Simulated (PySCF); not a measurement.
**Correlation energy of Sb⁺ (antimony, charge +1)**

[Kr] 4d10 5s1 5p3, high-spin 5S determinant (an excited configuration). Calculation: PySCF 2.14, in x2c-TZVPPall (8s6p4d2f, 60 functions); the spin-free X2C one-electron Hamiltonian (Gaussian nucleus). Frozen: [Kr] 4d10; 4 electrons correlated.

MP2 pair energies summed by pair of shells (mhartree):

```
 pair  energy  share (%)
5p-5p  -12.63       82.0
5s-5p   -2.76       18.0
```

Total MP2 correlation energy: -15.39 mhartree.

Same-spin part -15.39 and opposite-spin part 0.00 mhartree; SCS-MP2 scales them by 1/3 and 6/5 to -5.13 mhartree.
